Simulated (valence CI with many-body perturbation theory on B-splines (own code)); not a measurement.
## Ho¹⁶⁺: calculated level list

Method: relativistic CI+MBPT: five valence electrons over a frozen Dirac-Fock core [Kr] 4d10, a basis of 7 s, 7 p, 7 d, 7 f, 4 g, 2 h functions for each j, with the one-electron correlation potential Σ1 (screened to all orders), the two-electron term Σ2, the three-electron term Σ3, Breit, model QED; selected single and double excitations, second order for the rest, scaled by the run's own slope (own B-spline code, finite nucleus).

No measured spectrum was set against this ion. As an estimate, terms of the open shell hold to a few per cent of their energy, and close levels can change places. Among the levels kept, up to 1100 cm⁻¹ of a level comes from second order outside the variational space, and about a tenth of that is noise between levels of different J, which matters for small intervals.

Levels 1 to 45 of 206, with energies above the lowest level, 4f⁵ ⁶H°_5/2. "Leading %" is the weight of the configuration and term that name the level; weights of strongly mixed levels are sums over their largest components and can fall short. Lifetimes count E1, E2, E3, M1 and M2 decay at the calculated energies, and are blank where another channel may lead or the interval is too uncertain; long ones can be off by a factor of two.

```csv
No.,Configuration,Term,J,E (cm⁻¹),Leading %,g,Lifetime
1,4f⁵,⁶H°,5/2,0.0,90,0.314,
2,4f⁵,⁶H°,7/2,3115,94,0.834,402 ms
3,4f⁵,⁶H°,9/2,6485,96,1.069,250 ms
4,4f⁵,⁶H°,11/2,9922,96,1.196,248 ms
5,4f⁵,⁶F°,1/2,12957,93,-0.627,954 s
6,4f⁵,⁶F°,3/2,13307,90,1.041,2.14 s
7,4f⁵,⁶H°,13/2,13327,93,1.270,329 ms
8,4f⁵,⁶F°,5/2,14295,85,1.279,516 ms
9,4f⁵,⁶H°,15/2,16591,89,1.316,668 ms
10,4f⁵,⁶F°,7/2,16818,89,1.376,435 ms
11,4f⁵,⁶F°,9/2,20131,92,1.420,381 ms
12,4f⁵,⁶F°,11/2,23770,94,1.442,561 ms
13,4f⁵,⁴G°,5/2,30639,43,0.800,8.66 ms
14,4f⁵,⁴F°,3/2,33656,91,0.453,16.5 ms
15,4f⁵,⁴M°,15/2,34646,61,0.898,116 ms
16,4f⁵,⁴G°,7/2,36768,58,1.064,10.3 ms
17,4f⁵,⁴I°,9/2,37052,89,0.749,21.0 ms
18,4f⁵,⁴I°,11/2,37808,54,0.898,18.4 ms
19,4f⁵,⁴K°,13/2,38135,32,0.967,24.2 ms
20,4f⁵,⁴M°,17/2,40047,78,0.991,173 ms
21,4f⁵,⁴G°,5/2,41581,28,1.153,10.2 ms
22,4f⁵,⁴I°,15/2,42476,32,1.064,17.3 ms
23,4f⁵,⁴G°,9/2,43264,69,1.168,15.9 ms
24,4f⁵,⁴F°,5/2,43866,48,1.234,20.8 ms
25,4f⁵,⁴M°,19/2,44060,84,1.071,371 ms
26,4f⁵,⁴L°,13/2,45788,57,0.931,18.5 ms
27,4f⁵,⁶P°,3/2,46802,53,1.973,42.0 ms
28,4f⁵,⁴D°,1/2,46913,47,0.298,12.2 ms
29,4f⁵,⁴M°,21/2,46927,87,1.128,1.52 s
30,4f⁵,⁴L°,15/2,47080,51,1.033,32.3 ms
31,4f⁵,⁴K°,11/2,47133,55,0.857,20.3 ms
32,4f⁵,⁴F°,7/2,48808,40,1.210,10.4 ms
33,4f⁵,⁴G°,11/2,48854,56,1.199,52.1 ms
34,4f⁵,⁴L°,17/2,49917,52,1.080,74.5 ms
35,4f⁵,⁴K°,13/2,50026,57,0.976,51.1 ms
36,4f⁵,⁴D°,7/2,51579,37,1.391,41.3 ms
37,4f⁵,⁴H°,7/2,51905,69,0.778,16.1 ms
38,4f⁵,⁴F°,9/2,52325,30,1.133,12.6 ms
39,4f⁵,⁴D°,3/2,52755,65,1.451,10.8 ms
40,4f⁵,⁶P°,5/2,53062,51,1.561,17.1 ms
41,4f⁵,⁴K°,17/2,53897,44,1.100,77.6 ms
42,4f⁵,⁴H°,9/2,54920,50,1.024,16.4 ms
43,4f⁵,⁴H°,13/2,54933,78,1.197,24.4 ms
44,4f⁵,⁴K°,15/2,54989,58,1.052,50.7 ms
45,4f⁵,⁴G°,11/2,55790,43,1.172,11.6 ms
```

Names give the largest LS component (configuration and term), which can be under half, so a name can repeat, a term be missing and a line seem to break the LS rules; names also repeat where a configuration has a term twice.

Where two levels of one J and parity lie close, their mixing, g and order are uncertain.

The ionisation energy to 4f⁴ ⁵I4 of the next ion comes out as 359.92 eV (NIST: 373 ± 19 eV (theoretical)). All 206 levels together are meant to be complete up to 136450 cm⁻¹.
